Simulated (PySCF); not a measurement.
B(Cl)(vinyl)(NH2) (C2H5BClN), SMILES C=CB(N)Cl.

Coordinates come from a PBE0-D3(BJ)/def2-SVP optimisation. The structure was generated by enumeration, and PubChem lists no compound with its InChIKey, so it may never have been made. One conformer was computed; it need not be the lowest.

Method: TDDFT-LC-ωPBE/def2-SVPD (PySCF).

Vertical excitations. Isolated molecule, no solvent.

```json
[
 {"state": "S1", "energy (eV)": "6.61", "λ (nm)": "188", "f": "0.181", "main pairs": "HOMO→LUMO 63 %, HOMO−2→LUMO 17 %, HOMO−3→LUMO 11 %"},
 {"state": "S2", "energy (eV)": "6.73", "λ (nm)": "184", "f": "0.109", "main pairs": "HOMO−2→LUMO 36 %, HOMO→LUMO 34 %, HOMO−3→LUMO 18 %, HOMO−1→LUMO 8 %"},
 {"state": "S3", "energy (eV)": "7.45", "λ (nm)": "166", "f": "0.212", "main pairs": "HOMO−1→LUMO 77 %"},
 {"state": "S4", "energy (eV)": "7.67", "λ (nm)": "162", "f": "0.016", "main pairs": "HOMO−3→LUMO 55 %, HOMO−2→LUMO 27 %"},
 {"state": "S5", "energy (eV)": "7.77", "λ (nm)": "160", "f": "0.003", "main pairs": "HOMO→LUMO+1 65 %, HOMO−1→LUMO+1 14 %"},
 {"state": "S6", "energy (eV)": "8.36", "λ (nm)": "148", "f": "0.045", "main pairs": "HOMO−1→LUMO+1 48 %, HOMO→LUMO+3 15 %, HOMO→LUMO+2 13 %, HOMO→LUMO+1 8 %"},
 {"state": "S7", "energy (eV)": "8.53", "λ (nm)": "145", "f": "0.002", "main pairs": "HOMO−5→LUMO 52 %, HOMO−4→LUMO 21 %, HOMO−6→LUMO 12 %"},
 {"state": "S8", "energy (eV)": "8.79", "λ (nm)": "141", "f": "0.053", "main pairs": "HOMO−2→LUMO+1 42 %, HOMO−1→LUMO+1 13 %"},
 {"state": "S9", "energy (eV)": "8.94", "λ (nm)": "139", "f": "0.061", "main pairs": "HOMO→LUMO+4 25 %, HOMO−2→LUMO+1 19 %, HOMO→LUMO+3 18 %, HOMO→LUMO+6 11 %"},
 {"state": "S10", "energy (eV)": "9.12", "λ (nm)": "136", "f": "0.036", "main pairs": "HOMO−4→LUMO 58 %, HOMO−5→LUMO 17 %"},
 {"state": "T1", "energy (eV)": "3.83", "λ (nm)": "324", "f": "0", "main pairs": "HOMO→LUMO 78 %"},
 {"state": "T2", "energy (eV)": "6.06", "λ (nm)": "205", "f": "0", "main pairs": "HOMO−1→LUMO 37 %, HOMO−3→LUMO 27 %, HOMO−2→LUMO 23 %"},
 {"state": "T3", "energy (eV)": "6.15", "λ (nm)": "202", "f": "0", "main pairs": "HOMO−2→LUMO 28 %, HOMO−1→LUMO 26 %, HOMO−3→LUMO 13 %, HOMO→LUMO 10 %"},
 {"state": "T4", "energy (eV)": "7.38", "λ (nm)": "168", "f": "0", "main pairs": "HOMO−3→LUMO 43 %, HOMO−2→LUMO 25 %, HOMO−5→LUMO 12 %"}
]
```
Triplets are in the Tamm–Dancoff approximation, which puts them higher than full response would, so one can lie above its singlet here.
